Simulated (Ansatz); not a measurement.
Method: PBE0-D3(BJ)/def2-TZVP (Ansatz, an electronic-structure program). No frequencies were computed at this level.

Ansatz 0.2 input:
```yaml
crystal:
  periodic: [false, false, false]
  atoms:
    - { symbol: O, position_ang: [0.408788, 1.599748, 0.203035] }
    - { symbol: S, position_ang: [-0.064168, 0.270249, 0.31974] }
    - { symbol: O, position_ang: [-0.745763, -0.180548, 1.476064] }
    - { symbol: O, position_ang: [-0.979722, -0.048621, -0.934241] }
    - { symbol: O, position_ang: [1.157853, -0.70159, 0.046644] }
    - { symbol: H, position_ang: [-1.57978, -0.74216, -0.664685] }
    - { symbol: H, position_ang: [1.802792, -0.197078, -0.446557] }
basis:
  gaussian: { orbitals: def2-tzvp }
hamiltonian:
  xc: pbe0
  dispersion: d3bj
relax:
  max_steps: 150
```

Output:

```
Functional definition: PBE0
963 factors; their error is unknown
mean field evaluation 1: about -19037.0109 eV, gradient 8.5e1 eV
mean field evaluation 2: about -19021.7969 eV, gradient 1.3e2 eV
mean field evaluation 4: about -19047.5314 eV, gradient 5.6e0 eV
mean field evaluation 8: about -19047.5806 eV, gradient 1.4e-1 eV
mean field evaluation 16: about -19047.6234 eV, gradient 2.2e-4 eV
mean field -19047.62344791 eV, -699.9872507680 hartree, gradient 2.3e-5 eV, S^2 0.000000; 0 other end points of the search recorded, 0 dependent functions left out
reference -19047.62346781 eV, -699.9872514991 hartree; 25, 25 occupied and 148, 148 virtual orbitals, 963 factors
relax step   1: F+E_penalty+E_count = -19047.73888634 eV  Δ(F+E_penalty+E_count) = +0.000e0 eV  max|allowed force component| = 6.284e-1 eV/Å  Δτ_max = 0.0000 Å  (30 SCF iters, accepted)
these checks for a lower state are left out or cut short: starts, cluster_reference, orbital_swaps, neighbouring_geometries, increment
963 factors; their error is unknown
mean field -19047.63847307 eV, -699.9878029324 hartree, gradient 1.9e-5 eV, S^2 0.000000; 0 other end points of the search recorded, 0 dependent functions left out
reference -19047.63849298 eV, -699.9878036639 hartree; 25, 25 occupied and 148, 148 virtual orbitals, 963 factors
relax step   2: F+E_penalty+E_count = -19047.75383243 eV  Δ(F+E_penalty+E_count) = -1.495e-2 eV  max|allowed force component| = 2.674e-1 eV/Å  Δτ_max = 0.0123 Å  (33 SCF iters, accepted)
these checks for a lower state are left out or cut short: starts, cluster_reference, orbital_swaps, neighbouring_geometries, increment
963 factors; their error is unknown
mean field evaluation 32: about -19047.6500 eV, gradient 4.3e-3 eV
mean field -19047.65000683 eV, -699.9882267900 hartree, gradient 1.8e-5 eV, S^2 0.000000; 0 other end points of the search recorded, 0 dependent functions left out
reference -19047.65002672 eV, -699.9882275212 hartree; 25, 25 occupied and 148, 148 virtual orbitals, 963 factors
relax step   3: F+E_penalty+E_count = -19047.76528254 eV  Δ(F+E_penalty+E_count) = -1.145e-2 eV  max|allowed force component| = 1.331e-1 eV/Å  Δτ_max = 0.0205 Å  (32 SCF iters, accepted)
these checks for a lower state are left out or cut short: starts, cluster_reference, orbital_swaps, neighbouring_geometries, increment
963 factors; their error is unknown
mean field -19047.65340679 eV, -699.9883517364 hartree, gradient 1.9e-5 eV, S^2 0.000000; 0 other end points of the search recorded, 0 dependent functions left out
reference -19047.65342667 eV, -699.9883524669 hartree; 25, 25 occupied and 148, 148 virtual orbitals, 963 factors
relax step   4: F+E_penalty+E_count = -19047.76868865 eV  Δ(F+E_penalty+E_count) = -3.406e-3 eV  max|allowed force component| = 7.912e-2 eV/Å  Δτ_max = 0.0126 Å  (32 SCF iters, accepted)
these checks for a lower state are left out or cut short: starts, cluster_reference, orbital_swaps, neighbouring_geometries, increment
963 factors; their error is unknown
mean field -19047.65431616 eV, -699.9883851552 hartree, gradient 1.9e-5 eV, S^2 0.000000; 0 other end points of the search recorded, 0 dependent functions left out
reference -19047.65433603 eV, -699.9883858854 hartree; 25, 25 occupied and 148, 148 virtual orbitals, 963 factors
relax step   5: F+E_penalty+E_count = -19047.76961742 eV  Δ(F+E_penalty+E_count) = -9.288e-4 eV  max|allowed force component| = 3.088e-2 eV/Å  Δτ_max = 0.0096 Å  (33 SCF iters, accepted)
these checks for a lower state are left out or cut short: starts, cluster_reference, orbital_swaps, neighbouring_geometries, increment
963 factors; their error is unknown
mean field -19047.65512624 eV, -699.9884149248 hartree, gradient 1.9e-5 eV, S^2 0.000000; 0 other end points of the search recorded, 0 dependent functions left out
reference -19047.65514611 eV, -699.9884156550 hartree; 25, 25 occupied and 148, 148 virtual orbitals, 963 factors
relax step   6: F+E_penalty+E_count = -19047.77045938 eV  Δ(F+E_penalty+E_count) = -8.420e-4 eV  max|allowed force component| = 3.836e-2 eV/Å  Δτ_max = 0.0165 Å  (32 SCF iters, accepted)
these checks for a lower state are left out or cut short: starts, cluster_reference, orbital_swaps, neighbouring_geometries, increment
963 factors; their error is unknown
mean field evaluation 64: about -19047.6563 eV, gradient 4.3e-3 eV
mean field -19047.65631963 eV, -699.9884587814 hartree, gradient 2.0e-5 eV, S^2 0.000000; 0 other end points of the search recorded, 0 dependent functions left out
reference -19047.65633952 eV, -699.9884595123 hartree; 25, 25 occupied and 148, 148 virtual orbitals, 963 factors
relax step   7: F+E_penalty+E_count = -19047.77172149 eV  Δ(F+E_penalty+E_count) = -1.262e-3 eV  max|allowed force component| = 6.596e-2 eV/Å  Δτ_max = 0.0452 Å  (31 SCF iters, accepted)
these checks for a lower state are left out or cut short: starts, cluster_reference, orbital_swaps, neighbouring_geometries, increment
963 factors; their error is unknown
mean field -19047.65659265 eV, -699.9884688144 hartree, gradient 1.8e-5 eV, S^2 0.000000; 0 other end points of the search recorded, 0 dependent functions left out
reference -19047.65661255 eV, -699.9884695458 hartree; 25, 25 occupied and 148, 148 virtual orbitals, 963 factors
relax step   8: F+E_penalty+E_count = -19047.77201365 eV  Δ(F+E_penalty+E_count) = -2.922e-4 eV  max|allowed force component| = 4.030e-2 eV/Å  Δτ_max = 0.0151 Å  (32 SCF iters, accepted)
these checks for a lower state are left out or cut short: starts, cluster_reference, orbital_swaps, neighbouring_geometries, increment
963 factors; their error is unknown
mean field -19047.65659641 eV, -699.9884689528 hartree, gradient 1.8e-5 eV, S^2 0.000000; 0 other end points of the search recorded, 0 dependent functions left out
reference -19047.65661631 eV, -699.9884696840 hartree; 25, 25 occupied and 148, 148 virtual orbitals, 963 factors
relax step   9: F+E_penalty+E_count = -19047.77203043 eV  Δ(F+E_penalty+E_count) = -1.678e-5 eV  max|allowed force component| = 1.775e-2 eV/Å  Δτ_max = 0.0033 Å  (33 SCF iters, accepted)
these checks for a lower state are left out or cut short: starts, cluster_reference, orbital_swaps, neighbouring_geometries, increment
963 factors; their error is unknown
mean field -19047.65664253 eV, -699.9884706475 hartree, gradient 1.8e-5 eV, S^2 0.000000; 0 other end points of the search recorded, 0 dependent functions left out
reference -19047.65666242 eV, -699.9884713787 hartree; 25, 25 occupied and 148, 148 virtual orbitals, 963 factors
relax step  10: F+E_penalty+E_count = -19047.77206750 eV  Δ(F+E_penalty+E_count) = -3.707e-5 eV  max|allowed force component| = 4.416e-3 eV/Å  Δτ_max = 0.0017 Å  (34 SCF iters, accepted)
963 factors; their error is unknown
mean field evaluation 96: about -19047.6566 eV, gradient 4.3e-3 eV
mean field -19047.65664253 eV, -699.9884706475 hartree, gradient 1.8e-5 eV, S^2 0.000000; 1 other end points of the search recorded, 0 dependent functions left out
reference -19047.65666242 eV, -699.9884713787 hartree; 25, 25 occupied and 148, 148 virtual orbitals, 963 factors
Total energy: -19047.77208740 eV, -699.9927131683 hartree
Atom 0 at     0.381404     1.623339     0.187626 Å, force     0.000931     0.002773     0.000687 eV/Å
Atom 1 at    -0.068835     0.289906     0.342997 Å, force     0.000886    -0.003733    -0.004416 eV/Å
Atom 2 at    -0.720673    -0.194480     1.502901 Å, force    -0.001582    -0.000034     0.002555 eV/Å
Atom 3 at    -0.986083     0.000376    -0.910948 Å, force     0.000759    -0.000494     0.001499 eV/Å
Atom 4 at     1.149121    -0.687020     0.098559 Å, force    -0.000971     0.001390    -0.000440 eV/Å
Atom 5 at    -1.534134    -0.774502    -0.724601 Å, force     0.000228     0.000291    -0.000099 eV/Å
Atom 6 at     1.779200    -0.257619    -0.496534 Å, force    -0.000251    -0.000194     0.000214 eV/Å
Dipole moment:     0.102421    -0.431356    -0.510350 e Å
```

Cost: roughly 90 core-seconds.
